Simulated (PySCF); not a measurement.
TaH4: from a saddle point downhill

PySCF 2.14.0, UKS PBE0, Ta def2-SVP with ECP60, H def2-SVP; non-relativistic Hamiltonian with scalar-relativistic core potentials where named; density fitting; no spin-orbit coupling. Relaxed within the symmetry of its start, the geometry (D4h) is

```xyz
5

Ta    0.0000    0.0000    0.0000
H     1.8647    0.0000    0.0000
H     0.0000    1.8647    0.0000
H    -1.8647    0.0000    0.0000
H     0.0000   -1.8647    0.0000
```

and its lowest harmonic modes are -2119, -1673, -1470, -1470, 718, 1553 cm⁻¹ (negative: unstable). It was moved along the lowest mode and relaxed again, within the group D2d that the move left.

(1) Where does it end, and how much lower?

(2) How do the contacts change?

(3) Is the end a minimum?

Open shells may have lower solutions than the one found.

State: doublet.

## Answers

(1) In D2d, 3.188 eV lower, after 6 steps:
```xyz
5

Ta    0.0000    0.0000    0.0000
H     1.4807    0.0000    0.9677
H     0.0000    1.4807   -0.9677
H    -1.4807    0.0000    0.9677
H     0.0000   -1.4807   -0.9677
```

(2) 
```
   contact  saddle (Å)  end (Å)
Ta1–H2 (H)       1.865    1.769
Ta1–H3 (H)       1.865    1.769
Ta1–H4 (H)       1.865    1.769
Ta1–H5 (H)       1.865    1.769
```


(3) Yes; lowest modes 466, 466, 592, 654, 804, 1869 cm⁻¹.
